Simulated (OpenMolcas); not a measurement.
Tm2+ with 7 ligands (fluoride) in pentagonal bipyramidal coordination (D5h). The axial distance is 0.99 times the equatorial one, R.

```json
{
 "Program": "OpenMolcas",
 "Method": "SS-CASPT2, IPEA 0.25 Eh, imaginary shift 0.1 Eh (closed shells correlated: 5s 5p and the ligand valence shells)",
 "Basis": "ANO-RCC-VDZP [7s6p4d2f1g]",
 "Scalar Hamiltonian": "DKH2, point nucleus",
 "Active space": "13 electrons in 7 orbitals (4f)",
 "State averaging": "2S+1 = 2 odd, 7 roots",
 "Spin-orbit coupling": "RASSI with atomic mean-field integrals over the reference wave functions"
}
```

All ligands move together. At R = 2.4 Å the width of the lowest J multiplet is 528 cm-1, and at R = 2.54 Å it is 429 cm-1.

Task: A third run gives 639 cm-1. What distance was it run at?

Result: With a power law R^-n the two known points give n = -ln(429 / 528) / ln(2.54 / 2.4) = 3.66. Then R = 2.4 × (528 / 639)^(1/3.66) = 2.278 Å. The run was at 2.28 Å, so the estimate is off by -0.002 Å.

Over all roots computed the reference weight is 0.64 in R = 2.28, 0.64 in R = 2.4, 0.64 in R = 2.54; a low but even weight reflects the number of correlated electrons. Splittings of an f shell from a small cluster at a set distance can be off by tens of per cent, mostly too small. No measured value stands beside these numbers; the geometry is a model, was not optimised and need not be the one that this ion takes.
